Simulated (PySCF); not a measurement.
Potential energy curve for Ge2, triplet.

Calculation: CCSD(T) on UHF/cc-pVDZ, 18 core orbitals frozen (PySCF).

Relative to R = 2.45 Å, what are the energies at R = 1.77, 2.15, 2.26, 2.59 Å?

99.1 kcal/mol at 1.77 Å, 12.4 kcal/mol at 2.15 Å, 3.5 kcal/mol at 2.26 Å, 3.3 kcal/mol at 2.59 Å.

The scan ran from 1.77 to 7.16 Å; beyond the distances shown one of the unrestricted levels run for this scan, shown here or not, changes its spin distribution in one step. The unrestricted determinant behind UCCSD(T) is spin-contaminated at 2.77 Å (<S²> up to 2.2, against 2.00 for a pure triplet).
